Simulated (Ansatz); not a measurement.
Sn2Te⁻. The state is a doublet with charge -1. Geometry r2SCAN-D4/def2-SVP, that of the neutral singlet; atoms count from 1.

Cartesian coordinates in Å:
```
Sn -0.052 -0.169 -1.658
Sn -1.272 0.557 0.922
Te 1.325 -0.388 0.735
```

In the def2 sets Sn, Te take a core potential; there is no spin–orbit coupling. The structure comes from a short search, and lower isomers may exist.

**Question.** Estimate the Mulliken populations from the PBE0/def2-TZVPD orbitals of Ansatz.

**Answer.** 
```tsv
atom	charge (e)	spin (α − β)
Sn1	-0.27	0.40
Sn2	-0.27	0.40
Te3	-0.45	0.20
```
Mulliken values and Mayer orders depend strongly on the basis. With diffuse functions, as here, like atoms can get unlike values, and bond orders can come out too low or too high.

**Question.** Where does the spin sit?

**Answer.** Summed by element: Sn 0.80, Te 0.20, of 1 unpaired in all. Largest on single atoms: Sn1 0.40, Sn2 0.40, Te3 0.20.

**Question.** And the Mayer bond orders between bonded heavy atoms (over 0.3)?

**Answer.** Sn1–Sn2 1.45 (2.94 Å); Sn1–Te3 1.00 (2.77 Å); Sn2–Te3 1.00 (2.77 Å).
